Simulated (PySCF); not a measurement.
All values below come from PBE0-D4/def2-TZVP run with PySCF. Gas-phase values, no solvent. One relaxed conformer stands for a flexible species; it need not be the lowest. Excitations are Tamm–Dancoff values on a coarser integration grid. The basis has no diffuse functions, so Rydberg states are missing or too high.

Reference species (SMILES): `O[SiH3]` (neutral, multiplicity 1).

The S1 oscillator strength is 0.002. The HOMO comes out as -8.73 eV, the S1 excitation (TDA) comes out as 7.14 eV and the T1 excitation (TDA) comes out as 6.72 eV.

Changed species: `B[SiH2]O` (X = boryl; the reference has X = H).

Give the shifts of the S1 oscillator strength, HOMO, S1 excitation (TDA) and T1 excitation (TDA).

the S1 oscillator strength is nearly the same; the HOMO goes up by 0.78 eV, to -7.95 eV; the S1 excitation (TDA) drops by 3.20 eV, to 3.94 eV; the T1 excitation (TDA) decreases by 3.77 eV, to 2.95 eV.
